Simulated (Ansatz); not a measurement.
`[NH2][Al]([NH2])[SiH2][SiH3]`, relaxed with RKS PBE0-D4/def2-TZVP in the Gaussian-basis code of Ansatz from a PBE-D4/def2-SVP geometry. The force threshold is 0.005 eV/Å; the program also tests the step.

Charge 0, multiplicity 1.

Start:

```xyz
14

N     0.793    2.377   -1.533
Al    0.711    0.813   -0.672
N     1.563   -0.629   -1.303
Si   -0.633    0.461    1.339
Si   -1.401   -1.761    1.213
H     0.299    3.220   -1.230
H     1.323    2.580   -2.384
H     2.143   -0.688   -2.143
H     1.549   -1.535   -0.830
H    -1.828    1.379    1.439
H     0.149    0.614    2.624
H    -2.196   -2.204    2.415
H    -2.258   -1.945   -0.013
H    -0.213   -2.683    1.079
```

```
         step  energy (eV)  largest force (eV/Å)  largest move (Å)
            1  -25469.8339                 0.646             0.000
            2  -25469.8782                 0.218             0.039
            3  -25469.8826                 0.047             0.025
            4  -25469.8837                 0.026             0.019
            5  -25469.8840                 0.012             0.010
            6  -25469.8844                 0.017             0.024
            7  -25469.8848                 0.023             0.032
            8  -25469.8850                 0.015             0.021
            9  -25469.8850                 0.017             0.013
           10  -25469.8850                 0.013             0.004
           11  -25469.8851                 0.009             0.004
           12  -25469.8851                 0.007             0.007
           13  -25469.8851                 0.008             0.009
           14  -25469.8851                 0.014             0.009
           15  -25469.8851                 0.018             0.011
           16  -25469.8852                 0.017             0.017
           17  -25469.8852                 0.011             0.016
           18  -25469.8852                 0.008             0.009
19 (rejected)  -25469.8851                 0.017             0.010
           20  -25469.8852                 0.006             0.004
           21  -25469.8852                 0.008             0.003
           22  -25469.8852                 0.010             0.006
           23  -25469.8852                 0.008             0.003
           24  -25469.8852                 0.004             0.004
```

End:

```xyz
14

N     0.736    2.342   -1.537
Al    0.739    0.782   -0.701
N     1.699   -0.568   -1.323
Si   -0.605    0.404    1.302
Si   -1.490   -1.760    1.248
H     0.207    3.139   -1.223
H     1.249    2.573   -2.372
H     2.301   -0.555   -2.130
H     1.717   -1.479   -0.893
H    -1.734    1.372    1.432
H     0.212    0.522    2.547
H    -2.258   -2.110    2.475
H    -2.392   -1.915    0.073
H    -0.382   -2.746    1.102
```

Hardware: 4 threads of a server CPU on a shared host. Wall time 61 s, peak host memory 0.71 GiB.
